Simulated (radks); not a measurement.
Values are calculated unless marked as measured or tabulated.
Charge is removed step by step from the 1s level of neutral thulium, starting from [Xe] 4f13 6s2. Level of theory: scalar-relativistic Kohn-Sham, PBE, spin-unpolarised, spherical densities, finite nucleus; Fermi nuclear charge, rms radius 5.2256 fm (a radial shooting solver on a logarithmic mesh with Libxc functionals).

removed (e),E - E(0) (eV),eigenvalue (eV),E minus straight line (eV)
0,0.000,-59275,0.000
0.25,14837.8,-59528,-94.132
0.5,29739,-59779,-125.265
0.75,44702,-60029,-93.729
1,59728,-60276,0.000

Removing the whole electron costs 59728 eV by Delta-SCF, against 59275 eV from minus the eigenvalue at the starting occupation. Slater's transition state (half an electron removed) gives 59779 eV. Integrating minus the eigenvalue over the occupation (Janak's theorem) gives 59778 eV. In this scalar-relativistic scheme the density is built from large components alone, so the theorem holds only approximately. The mean slope of the eigenvalue, de/dn, is 1000 eV per electron.
